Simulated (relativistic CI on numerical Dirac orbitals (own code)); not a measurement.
**Mn5+ (3d2) in a crystal field**

Calculated by Dirac-Coulomb-Breit CI, separate exchange-only KLI orbitals for each configuration, model QED (radiative potential, 1s self-energy scaled to tabulated hydrogen-like ionisation energies), valence Slater integrals scaled by 0.9, one configuration in a parametric crystal field (own radial code). With so little scaling, terms lie 10 to 35 % too far apart, which can change the order of excited levels.

Field parameters in Wybourne normalisation: Oh B⁴₀ = 21Dq, B⁴₄ = √(5/14) B⁴₀. The field is a parameter set, without covalency.

S is read from ⟨S²⟩ = S(S + 1).

Site symmetry Oh; labels are those of the double group. Computed levels in cm⁻¹ above the lowest, in rising order:

```csv
Δ (size of 10Dq),Lowest,No. 2,No. 3,No. 4,No. 5,No. 6,No. 7,No. 8
5900,E,77 T2,752 T1,1120 A1,5200 A2,5252 T2,5574 T1,5627 E
10600,E,46 T2,706 T1,1046 A1,9346 A2,9398 T2,9701 T1,9728 E
15300,E,32 T2,676 T1,999 A1,13656 A2,13678 T2,14004 T1,14020 E
20000,E,24 T2,653 T1,964 A1,17695 T2,18066 A2,18410 T1,18416 E
24700,E,20 T2,635 T1,936 A1,18317 T2,18790 E,22542 A2,22720 T2
29400,E,17 T2,620 T1,913 A1,18308 T2,18679 E,27064 A2,27203 T2
34100,E,14 T2,608 T1,894 A1,18271 T2,18583 E,31620 A2,31746 T2
38800,E,13 T2,597 T1,878 A1,18230 T2,18501 E,36201 A2,36321 T2
43500,E,11 T2,588 T1,864 A1,18190 T2,18429 E,40719 A1,40801 A2
```

Ground-state S against |10Dq| in cm⁻¹: 5900: 1.00, 10600: 1.00, 15300: 1.00, 20000: 1.00, 24700: 1.00, 29400: 1.00, 34100: 1.00, 38800: 1.00, 43500: 1.00.

No abrupt spin change occurs in this range.
